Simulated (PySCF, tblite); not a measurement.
Compound: C3H7FOSi.
Numbering: `[CH3:1][O:2][C@@H:3]1[SiH2:4][C@H:5]1[F:6]` (hydrogens: H7, H8, H9 on C1; H10 on C3; H11, H12 on Si4; H13 on C5)

Computed with GFN2-xTB (tblite), gas phase: Langevin dynamics at 300 K from the optimised GFN2-xTB geometry, time step 0.5 fs, friction 0.01 fs⁻¹, 2000 steps. Over the second half of the run the saved frames average 354 K.

Frame at 250 fs, instantaneous temperature 262 K:
```
atom  x, y, z in Å
C1      1.622   -0.252   -0.077
O2      0.667    0.238    0.871
C3     -0.578    0.581    0.346
Si4    -2.199    0.011    1.208
C5     -1.336   -0.579   -0.364
F6     -1.676   -0.227   -1.648
H7      1.364   -1.173   -0.654
H8      2.497   -0.394    0.500
H9      1.724    0.510   -0.871
H10    -0.587    1.541   -0.220
H11    -3.341    0.918    1.285
H12    -2.017   -0.885    2.402
H13    -0.941   -1.543   -0.375
```

Frame at 425 fs, instantaneous temperature 315 K:
```
atom  x, y, z in Å
C1      1.583   -0.579    0.334
O2      0.498   -0.208    1.212
C3     -0.707    0.316    0.695
Si4    -2.361    0.098    1.630
C5     -1.681   -0.700    0.025
F6     -2.256   -0.245   -1.169
H7      1.228   -1.240   -0.444
H8      2.293   -1.053    0.978
H9      2.033    0.358   -0.133
H10    -0.613    1.285    0.192
H11    -3.365    1.244    1.668
H12    -2.281   -0.782    2.808
H13    -1.351   -1.767   -0.138
```

Frame at 625 fs, instantaneous temperature 324 K:
```
atom  x, y, z in Å
C1      1.184   -1.391    0.185
O2      0.286   -0.849    1.242
C3     -0.592    0.215    0.751
Si4    -2.200    0.309    1.759
C5     -1.762   -0.304   -0.062
F6     -2.000    0.310   -1.268
H7      0.465   -1.595   -0.666
H8      1.547   -2.440    0.494
H9      2.089   -0.768   -0.077
H10    -0.008    1.013    0.312
H11    -2.534    1.735    2.086
H12    -2.619   -0.793    2.598
H13    -1.757   -1.474   -0.157
```

Frame at 800 fs, instantaneous temperature 436 K:
```
atom  x, y, z in Å
C1      1.054   -1.305    0.133
O2      0.013   -0.992    1.135
C3     -0.684    0.078    0.739
Si4    -2.368    0.449    1.527
C5     -1.907   -0.095   -0.195
F6     -2.059    0.846   -1.183
H7      0.834   -1.078   -0.896
H8      1.405   -2.339    0.234
H9      1.916   -0.813    0.427
H10    -0.050    0.997    0.469
H11    -2.803    1.867    1.548
H12    -2.756   -0.571    2.411
H13    -2.171   -1.024   -0.601
```

Frame at 1000 fs, instantaneous temperature 284 K:
```
atom  x, y, z in Å
C1      0.947   -1.362    0.355
O2     -0.109   -1.061    1.228
C3     -0.959   -0.030    0.852
Si4    -2.682    0.043    1.581
C5     -2.061   -0.473   -0.141
F6     -2.267    0.258   -1.360
H7      0.693   -1.090   -0.677
H8      1.148   -2.477    0.294
H9      1.854   -0.812    0.646
H10    -0.492    0.934    0.679
H11    -3.108    1.410    1.427
H12    -3.285   -0.780    2.592
H13    -1.958   -1.508   -0.229
```

Task: What do single points at PBE0/pcSseg-1 (PySCF, gas phase) give on these frames?

Result: 
```csv
t (fs),GFN2-xTB E above start (eV),DFT E above lowest frame (eV),HOMO (eV),LUMO (eV),dipole (D)
250,0.31,0.02,-6.96,-0.13,0.73
425,0.31,0.00,-6.94,-0.14,0.81
625,0.67,0.43,-6.91,-0.43,0.75
800,0.54,0.30,-6.79,0.13,1.05
1000,0.43,0.12,-7.05,-0.11,1.43
```

Both levels order the frames alike by energy; measured from each level's lowest frame they differ by 0.07 eV at most. The HOMO–LUMO gap runs from 6.48 to 6.94 eV. These are instantaneous structures, not minima.

Task: And the isotropic GIAO shieldings (ppm) from the same runs?

Result: 
```
atom  250 fs  425 fs  625 fs  800 fs  1000 fs   mean  range
  C1   126.1   123.6   116.5   123.8    124.6  122.9    9.6
  O2   315.3   310.9   260.9   319.4    323.8  306.1   62.9
  C3   118.4   119.6   109.3   123.1    116.9  117.5   13.8
 Si4   454.5   470.7   477.4   479.5    465.8  469.6   25.0
  C5   106.1    95.2    89.9   110.3     96.6   99.6   20.4
  F6   427.1   408.1   401.9   429.5    401.3  413.6   28.2
  H7    27.6    28.1    26.8    28.8     28.2   27.9    2.0
  H8    28.5    28.2    26.8    28.1     27.1   27.7    1.7
  H9    28.2    27.3    27.1    29.0     27.6   27.8    1.9
 H10    27.0    27.3    27.3    26.9     27.7   27.2    0.8
 H11    27.9    27.3    27.4    28.2     28.8   27.9    1.5
 H12    27.9    28.3    28.7    29.4     28.6   28.6    1.5
 H13    27.0    25.1    25.3    27.0     27.4   26.4    2.3
```

The cost below is that of the whole dynamics run. The run took about 28 s of CPU time (one thread, shared machine).
